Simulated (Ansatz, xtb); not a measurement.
Molecule: sum formula HGeO2, net charge 1, singlet state. It need not be the lowest isomer of its formula. 
Structure (B3LYP-D3(BJ)/def2-TZVP (Ansatz, a program for electronic structure) minimum search):
```xyz
4

Ge    -0.0372    -0.0289     0.0435
O      1.2372     0.2950    -1.0149
O     -1.3353    -0.1365     0.9775
H      1.9755    -0.3427    -1.0931
```
Charge +1, spin multiplicity 1.

Harmonic wavenumbers from GFN2-xTB (xtb, at its own minimum), cm⁻¹: 186, 279, 575, 732, 962, 3225.

Task: Give the harmonic wavenumbers at B3LYP-D3(BJ)/def2-TZVP (Ansatz, finite differences of forces, unscaled).

Result: 169, 193, 757, 889, 1064, 3645 cm⁻¹. Zero-point energy 9.6 kcal/mol.

Task: From these and the geometry, give the ideal-gas thermochemistry at 298.15 K and 1 atm (rigid rotor, harmonic oscillator).

Result: Point group Cs, rotational symmetry number 1. Rotational constants 616.7, 5.545, 5.496 GHz. S(trans) 39.88, S(rot) 20.38, S(vib) 5.10, S(elec, spin only) 0.00, S 65.4 cal/(mol K). H(298) - H(0) 3.22 kcal/mol; G - E(el) -6.7 kcal/mol.
